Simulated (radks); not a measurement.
Results of a calculation; reference values are marked as such.
The iodine anion I-, [Xe], held by a Watson sphere: a shell of charge +1 at radius R that stands for the Madelung well of a crystal (potential energy -1/R inside, -1/r outside, in hartree with lengths in bohr). Level of theory: scalar-relativistic Kohn-Sham, LDA (Slater exchange, Perdew-Wang correlation), spin-polarised, spherical densities, point nucleus (a radial shooting solver on a logarithmic mesh with Libxc functionals). Response by self-consistent Sternheimer equations with the Hartree and adiabatic LDA kernel, the relativistic mass of each level held fixed and spin-orbit coupling left out. The sphere does not respond.

| R (bohr) | e(4d) (eV) | e(5s) (eV) | e(5p) (eV) | <r> 5p (bohr) | sum of <r^2> (bohr^2) | X-ray form factor at sin(theta)/lambda = 0.1 1/angstrom | alpha (bohr^3) |
|---|---|---|---|---|---|---|---|
| 2.45 | -49.730 | -18.019 | -7.805 | 2.470 | 68.60 | 49.742 | 35.79 |
| 2.9 | -49.285 | -17.418 | -7.383 | 2.524 | 70.75 | 49.654 | 40.13 |
| 3.11 | -49.102 | -17.156 | -7.168 | 2.547 | 71.67 | 49.619 | 42.33 |
| 3.41 | -48.847 | -16.801 | -6.855 | 2.575 | 72.85 | 49.576 | 45.58 |
| 4.19 | -48.186 | -15.978 | -6.066 | 2.629 | 75.23 | 49.500 | 53.97 |
